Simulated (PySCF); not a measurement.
C3H9ClOSi, SMILES C(OC)[Si@@H](Cl)C. Atoms are numbered in the order given.

```xyz
15

C      2.8448    -1.0623    -0.4598
O      1.4739    -0.7646    -0.4578
C      0.9641    -0.4277     0.8124
Si    -0.8674     0.0040     0.6093
C     -1.7182    -1.2939    -0.4292
Cl    -1.0186     1.8586    -0.3421
H      3.4531    -0.2012    -0.1164
H      3.1351    -1.3102    -1.4912
H      3.0793    -1.9272     0.1939
H      1.5141     0.4251     1.2636
H      1.0636    -1.2752     1.5283
H     -1.4788     0.1516     1.9599
H     -2.7533    -1.0096    -0.6711
H     -1.1541    -1.4279    -1.3647
H     -1.7340    -2.2580     0.1057
```
Charge 0, spin multiplicity 1.

Coordinates come from a B3LYP-D3(BJ)/def2-SVP optimisation. The structure was generated by enumeration; whether it is a known compound was not checked. One conformer was computed; it need not be the lowest.

Method: PySCF with TDA-PBE/def2-SVPD.

Vertical excitations. 

Computed lowest excited states:
```csv
state,energy (eV),λ (nm),f,main pairs
S1,5.89,211,0.004,HOMO→LUMO 98 %
S2,6.01,206,0.012,HOMO→LUMO+1 98 %
S3,6.37,195,0.021,HOMO→LUMO+2 99 %
S4,6.66,186,0.003,HOMO→LUMO+3 100 %
S5,6.79,183,0.018,HOMO−1→LUMO 96 %
S6,6.87,180,0.014,HOMO−1→LUMO+1 96 %
T1,5.77,215,0,HOMO→LUMO 93 %
T2,5.89,210,0,HOMO→LUMO+1 93 %
```
Triplets are in the Tamm–Dancoff approximation.
